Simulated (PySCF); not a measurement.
**Correlation energy of Pd²⁺ (palladium, charge +2)**

[Kr] 4d7 5s1, high-spin 5F determinant (an excited configuration). Computed with PySCF 2.14 in ANO-RCC-VTZP (7s6p4d2f1g, 68 functions), with scalar relativity by spin-free X2C-1e. Frozen: [Kr]; 8 electrons correlated.

```tsv
level	correlation energy (mhartree)
CCSD	-187.20
(T)	-4.25
CCSD(T)	-191.45
```

Diagnostics: T1 = 0.0057, D1 = 0.0210, largest double amplitude 0.019.

**Question.** Is a single reference adequate?

**Answer.** Yes, within this model without spin-orbit coupling: T1 lies below 0.03 and no double amplitude reaches 0.07.
